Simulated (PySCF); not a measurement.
Job file and geometry (Å, from GFN2-xTB) of an NMR shielding run on SMILES CC/C=C\BCl, C$_{4}$H$_{8}$BCl, GIAO PBE0/pcSseg-1 NMR shielding, non-relativistic, gas phase in PySCF 2.14.0, density-fitted response routines; density fitting, a coarse starting grid and PySCF grid level 2 are the driver's defaults:

```
$ OMP_NUM_THREADS=1 python probes_run.py task.json out

{"job": {"kind": "nmr", "xc": "PBE0", "basis": "pcSseg-1"}, "charge": 0, "multiplicity": 1}
C      2.102553     0.132400    -0.693571
C      0.744601    -0.372077    -0.217146
C     -0.226852     0.740623     0.018696
C     -1.493237     0.606531     0.439434
B     -2.215315    -0.714236     0.769538
Cl    -3.835590    -0.652690     1.289968
H      2.002326     0.676088    -1.630594
H      2.545661     0.797018     0.045077
H      2.782299    -0.701123    -0.853879
H      0.867679    -0.942247     0.707140
H      0.328321    -1.060637    -0.956886
H      0.164323     1.732737    -0.179425
H     -2.054626     1.528018     0.555369
H     -1.712821    -1.770878     0.684113
```

Question: What does the program print?

Answer: 
```
coarse grid: 12016 points
cycle   1  E = -641.8095528407  dE =  5.426e-01  |g| = 3.701e-01  |ddm| = 3.247e+00
cycle   2  E = -641.8089203771  dE =  6.325e-04  |g| = 3.887e-01  |ddm| = 6.740e-01
cycle   3  E = -641.8472372708  dE = -3.832e-02  |g| = 5.646e-02  |ddm| = 3.337e-01
cycle   4  E = -641.8477321468  dE = -4.949e-04  |g| = 3.494e-02  |ddm| = 6.812e-02
cycle   5  E = -641.8480456846  dE = -3.135e-04  |g| = 5.579e-03  |ddm| = 3.311e-02
cycle   6  E = -641.8480543473  dE = -8.663e-06  |g| = 1.224e-03  |ddm| = 7.577e-03
final grid: 110768 points
cycle   7  E = -641.8810023431  dE = -3.560e-05  |g| = 8.043e-03  |ddm| = 2.755e-02
cycle   8  E = -641.8809968693  dE =  5.474e-06  |g| = 9.103e-03  |ddm| = 1.499e-02
cycle   9  E = -641.8810188641  dE = -2.199e-05  |g| = 1.387e-03  |ddm| = 8.612e-03
cycle  10  E = -641.8810193283  dE = -4.642e-07  |g| = 4.067e-04  |ddm| = 1.478e-03
cycle  11  E = -641.8810193684  dE = -4.010e-08  |g| = 6.597e-05  |ddm| = 3.352e-04
cycle  12  E = -641.8810193693  dE = -9.055e-10  |g| = 1.916e-05  |ddm| = 9.275e-05
converged SCF energy = -641.8810193693

GIAO shielding tensors (ppm)
atom      isotropic    diamagn.    paramagn.     s11        s22        s33       span
  0 C      171.295     245.980     -74.685    157.062    171.031    185.792     28.730
  1 C      159.602     248.977     -89.375    149.175    157.469    172.162     22.988
  2 C        9.162     255.993    -246.831   -114.705      8.200    133.991    248.696
  3 C       43.247     256.078    -212.831    -70.656     46.733    153.664    224.320
  4 B       41.374     191.564    -150.190     -4.188     15.673    112.636    116.825
  5 Cl     672.520    1147.150    -474.630    367.475    592.251   1057.834    690.358
  6 H       30.545      29.370       1.175     26.894     28.363     36.377      9.483
  7 H       30.546      29.373       1.173     26.897     28.364     36.378      9.481
  8 H       30.508      28.221       2.287     25.886     28.286     37.351     11.466
  9 H       28.861      31.773      -2.911     23.752     29.313     33.518      9.766
 10 H       28.865      31.768      -2.904     23.756     29.316     33.522      9.766
 11 H       24.592      32.859      -8.267     20.609     23.359     29.809      9.199
 12 H       25.279      31.205      -5.925     21.689     24.033     30.117      8.428
 13 H       24.804      29.651      -4.847     21.720     23.339     29.354      7.634
```

Size and cost of the density-fitted run: 149 basis functions, 35 s wall time on 1 thread of an Arm Neoverse N1, shared host; peak memory 0.7 GiB.
